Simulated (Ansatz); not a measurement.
Molecule: MoCl, charge 0, multiplicity 6. The spin state was set by rule; other spins were not relaxed. SMILES: [Cl][Mo]
Coordinates optimised at B3LYP-D3(BJ)/def2-TZVP (Ansatz, a first-principles code):
```xyz
2

Mo     0.0000     0.0000    -0.6622
Cl     0.0000     0.0000     1.6359
```
Charge 0, spin multiplicity 6.

Quantity: vertical ionisation energy (to the quintet state of charge +1; each state is the SCF solution reached for its spin), in eV. Valence correlation only, unless marked. Open shells are spin-unrestricted. No spin-orbit coupling. Frozen are the shells of the preceding noble gas and the d and f shells that filled before the atom's block. In def2 rows, elements after Kr have scalar-relativistic effective core potentials. Basis-set limits of correlation are two-point, X^-3; Hartree-Fock from the larger set.

| level | program | vertical ionisation energy (eV) |
|---|---|---|
| SVWN5/def2-TZVPD | Ansatz | 8.48 |
| PBE/def2-TZVPD | Ansatz | 8.29 |
| r2SCAN/def2-TZVPD | Ansatz | 8.48 |
| B3LYP/def2-TZVPD | Ansatz | 8.24 |
| PBE0/def2-TZVPD | Ansatz | 8.30 |
| BHLYP/def2-TZVPD | Ansatz | 8.01 |
| CAM-B3LYP/def2-TZVPD | Ansatz | 8.18 |

Question: Estimate the value at CCSD(T)/CBS(def2-TZVPPD,def2-QZVPPD) as computed with Ansatz.

Answer: 8.14 eV, so CAM-B3LYP/def2-TZVPD differs from it by 0.04 eV.
